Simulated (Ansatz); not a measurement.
CH4GeSe can be A, `[CH2]1[GeH2][Se]1`, or B, `[GeH3][CH]=[Se]`.

Computed with Ansatz on PBE0-D4/def2-TZVP structures; ΔE is electronic, products minus reactants. CBS: MP2 limit from def2 TZ/QZ plus the TZ coupled-cluster correction, frozen cores. DFT in def2-TZVPP. B3LYP here is the variant with VWN-RPA as its local correlation; programs differ in this. For Ge, Se outer-core shells are correlated without core-valence functions, which leaves a few kJ/mol of doubt a bond. Scalar relativity is left out up to krypton.

Which isomer does CCSD(T)/CBS put lower? Give the gap. (Best estimate.)

Computed: A, by 99.9 kJ/mol.

Give E(B) − E(A) in kJ/mol with r2SCAN-D4, ωB97M-V, PBE-D4, B3LYP-D4, B3LYP, LDA (SPW92), BLYP-D4. (Best estimate.)

The calculation gave: r2SCAN-D4 110.6, ωB97M-V 107.0, PBE-D4 108.0, B3LYP-D4 94.3, B3LYP 93.3, LDA (SPW92) 120.6, BLYP-D4 85.0. None reverses the order clearly.

Does the order hold for the free energy at 298.15 K (harmonic terms from PBE0-D4)? (Estimate.)

The calculation gave: Yes: G(B) − G(A) = +84.7 kJ/mol.

Largest T1 diagnostic: 0.014.

At CCSD(T), def2-SVP lies −24.2 kJ/mol from the extrapolated value and def2-TZVPP −5.7 kJ/mol. From PBE to PBE0 (25 % exact exchange), in def2-TZVPP and without D4, E(B) − E(A) moves by +9.1 kJ/mol.
